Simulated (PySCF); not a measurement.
# cis-MnF2(NH3)4: what the settings change

The complex cis-MnF2(NH3)4 (charge 0) contains Mn(II), shell d5. The structure is a PBE0-D3(BJ)/def2-SVP geometry optimised for multiplicity 6; coordination octahedral, point group C1, metal–donor distances 2.05–2.31 Å.

```
19

Mn    0.0000    0.0000    0.0000
F     2.0320   -0.3158   -0.0148
N    -2.2896    0.3245   -0.0505
H    -2.8478    0.1834   -0.8896
H    -2.8995    0.1897    0.7529
H    -1.9270    1.2976   -0.0434
F    -0.3151    2.0292   -0.0053
N     0.3246   -2.2885    0.0069
H     0.1663   -2.8688   -0.8138
H     1.2985   -1.9292   -0.0075
H     0.1939   -2.8713    0.8305
N     0.5771    0.5493    2.1432
H     1.5505    0.3871    1.8638
H     0.3709    1.5357    1.9660
H     0.4525    0.3272    3.1265
N     0.5451    0.5635   -2.1542
H     0.3470    0.4315   -3.1417
H     0.3726    1.5379   -1.8850
H     1.5290    0.3642   -1.9535
```

Method (PySCF 2.14, density fitting): CASSCF(5,5) with orbitals averaged over all microstates of the shell, strongly contracted NEVPT2 on the averaged canonical orbitals; basis x2c-TZVPall on the metal, x2c-SVPall elsewhere; spin-free X2C; gas phase; spin-orbit coupling by state interaction with the mean-field operator over all roots.

Base run: NEVPT2 ground state 6A1g-like, next 4T1g-like at 20628, then 4T1g-like at 20639 cm⁻¹, 10Dq(CASSCF) 7428, B(CASSCF) 1064, ζ 309 cm⁻¹, D -0.06 cm⁻¹, g 2.002 2.002 2.002, μeff(300 K) 5.92 μB.

**Question.** What happens with the basis x2c-TZVPall on all atoms?

**Answer.** NEVPT2 ground state 6A1g-like, next 4T1g-like at 20768, then 4T1g-like at 20775 cm⁻¹, 10Dq(CASSCF) 7324, B(CASSCF) 1064, ζ 309 cm⁻¹, D -0.06 cm⁻¹, g 2.002 2.002 2.002, μeff(300 K) 5.92 μB. It took 100 s against 46 s on a shared host of the same kind.

**Question.** What happens with orbitals averaged over the highest spin alone?

**Answer.** NEVPT2 ground state 6A1g-like, next 4T1g-like at 21400, then 4T1g-like at 21479 cm⁻¹, 10Dq(CASSCF) 7445, B(CASSCF) 1102, ζ 320 cm⁻¹, D -0.06 cm⁻¹, g 2.002 2.002 2.002, μeff(300 K) 5.92 μB.
